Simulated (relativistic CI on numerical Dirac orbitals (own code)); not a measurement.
**Energy levels of Ir52+**

Method of calculation: Dirac-Coulomb-Breit CI, KLI orbitals optimised for each configuration, QED by a radiative potential, unscaled Slater integrals (own radial code, finite nucleus).

Configurations in the expansion (outside the closed core [Ne]): 3s2.3p6.3d7, 3s2.3p5.3d8, 3s2.3p4.3d9, 3s.3p6.3d8, 3p6.3d9, 3s.3p5.3d9, 3s2.3p6.3d6.4s, 3s2.3p6.3d6.4p, 3s2.3p4.3d8.4s, 3s2.3p6.3d6.4d, 3s2.3p4.3d8.4p, 3s2.3p5.3d7.4s, 3s2.3p6.3d6.4f, 3s2.3p4.3d8.4d, 3s.3p5.3d8.4s, 3s2.3p5.3d7.4p, 3s.3p5.3d8.4p, 3s2.3p5.3d7.4d, 3s2.3p6.3d5.4s2, 3s.3p5.3d8.4d, 3s.3p6.3d7.4s, 3p6.3d8.4s, 3s2.3p5.3d7.4f, 3s2.3p6.3d5.4s.4p, 3p6.3d8.4p, 3s2.3p6.3d6.5s, 3s.3p6.3d7.4p, 3s2.3p6.3d5.4p2, 3s2.3p6.3d6.5p, 3p6.3d8.4d, 3s2.3p5.3d6.4s2, 3s2.3p6.3d6.5d, 3s2.3p6.3d6.5f, 3s.3p6.3d6.4s2, 3s2.3p5.3d7.5s, 3s2.3p6.3d6.6s. Levels of other configurations are missing.

```csv
No.,Configuration,Term,J,E (10³ cm⁻¹),%,Landé g,jj configuration (%)
41,3s2.3p5.3d8,2D°,3/2,4714.2,53,0.969,3p3/2^3 3d3/2^3 3d5/2^5 (95)
42,3s2.3p5.3d8,2P°,1/2,4727.7,57,0.615,3p3/2^3 3d3/2^3 3d5/2^5 (95)
43,3s2.3p5.3d8,2F°,5/2,4735.4,75,0.933,3p3/2^3 3d3/2^3 3d5/2^5 (99)
44,3s2.3p5.3d8,4D°,3/2,5114.5,29,0.977,3p3/2^3 3d3/2^2 3d5/2^6 (98)
45,3s2.3p5.3d8,2G°,7/2,5188.8,38,0.997,3p3/2^3 3d3/2^2 3d5/2^6 (95)
46,3s2.3p5.3d8,4D°,1/2,5193.8,57,0.310,3p3/2^3 3d3/2^2 3d5/2^6 (96)
47,3s2.3p5.3d8,2D°,5/2,5201.9,34,1.016,3p3/2^3 3d3/2^2 3d5/2^6 (94)
48,3s2.3p5.3d8,2P°,3/2,5410.8,51,1.257,3p3/2^3 3d3/2^2 3d5/2^6 (96)
49,3s2.3p5.3d8,4D°,7/2,6909.5,46,1.262,3p1/2 3p3/2^4 3d5/2^4 (99)
50,3s2.3p5.3d8,2G°,9/2,7004.0,53,1.139,3p1/2 3p3/2^4 3d5/2^4 (98)
51,3s2.3p5.3d8,2P°,3/2,7014.4,32,1.256,3p1/2 3p3/2^4 3d5/2^4 (99)
52,3s2.3p5.3d8,2F°,5/2,7063.6,41,1.059,3p1/2 3p3/2^4 3d5/2^4 (99)
53,3s2.3p5.3d8,2P°,1/2,7226.0,66,0.652,3p1/2 3p3/2^4 3d5/2^4 (98)
54,3s2.3p4.3d9,2F,7/2,7418.8,49,1.244,3p3/2^2 3d5/2^5 (98)
55,3s2.3p4.3d9,4F,9/2,7448.3,69,1.253,3p3/2^2 3d5/2^5 (99)
56,3s2.3p5.3d8,4F°,5/2,7452.0,27,1.057,3p1/2 3p3/2^4 3d3/2^3 3d5/2^5 (99)
57,3s2.3p5.3d8,4G°,7/2,7454.0,43,1.007,3p1/2 3p3/2^4 3d3/2^3 3d5/2^5 (99)
58,3s2.3p5.3d8,4D°,3/2,7497.6,39,1.150,3p1/2 3p3/2^4 3d3/2^3 3d5/2^5 (99)
59,3s2.3p4.3d9,2P,1/2,7519.1,74,0.850,3p3/2^2 3d5/2^5 (98)
60,3s2.3p5.3d8,4P°,1/2,7520.3,51,1.773,3p1/2 3p3/2^4 3d3/2^3 3d5/2^5 (100)
61,3s2.3p5.3d8,2H°,9/2,7565.5,65,0.976,3p1/2 3p3/2^4 3d3/2^3 3d5/2^5 (99)
62,3s2.3p4.3d9,2D,5/2,7691.7,66,1.216,3p3/2^2 3d5/2^5 (99)
63,3s2.3p4.3d9,2P,3/2,7741.9,46,1.187,3p3/2^2 3d5/2^5 (96)
64,3s2.3p5.3d8,2D°,5/2,7746.1,32,1.111,3p1/2 3p3/2^4 3d3/2^3 3d5/2^5 (98)
65,3s2.3p4.3d9,2D,5/2,7768.7,48,1.264,3p3/2^2 3d5/2^5 (91)
66,3s2.3p5.3d8,2F°,7/2,7796.9,55,1.070,3p1/2 3p3/2^4 3d3/2^3 3d5/2^5 (99)
67,3s2.3p5.3d8,2P°,3/2,7835.3,39,1.301,3p1/2 3p3/2^4 3d3/2^3 3d5/2^5 (99)
68,3s2.3p5.3d8,4G°,5/2,8023.9,41,0.800,3p1/2 3p3/2^4 3d3/2^2 3d5/2^6 (98)
69,3s2.3p4.3d9,4P,3/2,8226.1,30,1.224,3p3/2^2 3d3/2^3 3d5/2^6 (98)
70,3s2.3p4.3d9,2F,7/2,8286.4,33,1.088,3p3/2^2 3d3/2^3 3d5/2^6 (98)
```

Energies count from the lowest computed level; ° marks odd parity. Filled j subshells are mostly left out of the jj labels.

The mean weight of the leading LS term, summed over parents, in these 30 levels is 48 %, and that of the leading jj configuration (from the same eigenvectors) 98 %, so jj coupling describes them better and the LS labels are nominal.

At this charge energies of transitions that change n are usually good to better than 1 %, and those within a shell (Δn = 0) to a few per cent.

LS names give the leading component of a level, which can be under half, so a name can repeat, a term be missing and a line seem to break the LS rules.
